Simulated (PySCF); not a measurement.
**Calculated NMR parameters of FC1=C[C@@H](O[SiH3])C=C1**

```yaml
Formula: C5H7FOSi
SMILES: FC1=C[C@@H](O[SiH3])C=C1
InChI: InChI=1S/C5H7FOSi/c6-4-1-2-5(3-4)7-8/h1-3,5H,8H3/t5-/m0/s1
Point_group_of_the_computed_structure: C1
Degrees_of_unsaturation: 3
Carbon_signals: 5
Proton_signals: 5
```

Mapped SMILES: `[F:1][C:2]1=[CH:3][C@@H:4]([O:5][SiH3:6])[CH:7]=[CH:8]1` (H(Xn): hydrogen on atom n).

No relativistic terms, no solvent model, single conformer, one averaged value for each set of equivalent atoms. GFN2-xTB structure; shieldings: GIAO PBE0/pcSseg-1; PySCF 2.14.0 with density-fitted response routines.

References, each an isolated molecule treated in the same way: 1H (σ = 31.72 ppm) and 13C (σ = 186.93 ppm) and 29Si (σ = 349.16 ppm) vs TMS; CFCl3 for 19F (σ = 170.95 ppm); 17O (σ = 336.08 ppm) vs H2O.

| carbon | δC, type | δH (multiplicity) | HMBC from (2–3 bonds) | span of the C tensor (ppm) |
| --- | --- | --- | --- | --- |
| C2 | 172.9, C | – | H(C7), H(C8), H(C3), H(C4) | 142 |
| C3 | 119.8, CH | 5.96 (m) | H(C7), H(C8), H(C4) | 164 |
| C4 | 81.0, CH | 5.23 (m) | H(C7), H(C8), H(C3), H(Si6) | 48 |
| C7 | 145.2, CH | 6.69 (m) | H(C8), H(C3), H(C4) | 223 |
| C8 | 135.7, CH | 6.42 (m) | H(C7), H(C3), H(C4) | 192 |

Other nuclei:
```json
{"atoms": "H(Si6)", "nucleus": "1H", "environment": "hydrogen on a silicon bonded to O", "δ (ppm)": "5.00", "σ (ppm)": "26.72"}
{"atoms": "F1", "nucleus": "19F", "environment": "vinylic fluorine", "δ (ppm)": "-129.9", "σ (ppm)": "300.8"}
{"atoms": "Si6", "nucleus": "29Si", "environment": "silicon bonded to O, 3 H", "δ (ppm)": "-38.4", "σ (ppm)": "387.6"}
{"atoms": "O5", "nucleus": "17O", "environment": "oxygen bonded to C, Si", "δ (ppm)": "13.6", "σ (ppm)": "322.5"}
```

- Carbon types of the structure: 1 × C, 4 × CH, leaving 3 H on heteroatoms.
- δC 172.9: fully substituted alkene carbon.
- δC 145.2, 135.7, 119.8: alkene CH; an sp2 carbon of a C=C bond.
- δC 81.0: allylic sp3 CH bonded to O; deshielded by the electronegative neighbour.
- δH 6.69, 6.42, 5.96: hydrogen on an alkene CH; a vinylic proton, deshielded by the sp2 carbon and the C=C anisotropy.
- δH 5.23: hydrogen on an allylic sp3 CH bonded to O; its carbon carries O, an electronegative neighbour.

Splittings by 19F in the carbon and heteronuclear signals aren't shown, as no couplings were computed. Shifts are as computed. Against solution values, carbons near 30 ppm lie about +3 ppm off and those near 130 ppm about +5 ppm. Of 1211 compounds with measured shifts, 218 miss one by over three times the rms of a fit or turn the order of signals round; such compounds aren't used in these exercises. Unscaled 19F shifts against computed CFCl3 carry errors that often reach 10 to 50 ppm. Experimental scales use liquid or dissolved standards, which lie at an offset from isolated H2O (liquid H2O: subtract about 36 ppm). Multiplicities follow the n + 1 count of equivalent neighbours, as no J values were calculated; m marks all less simple cases, F and P coupling included.
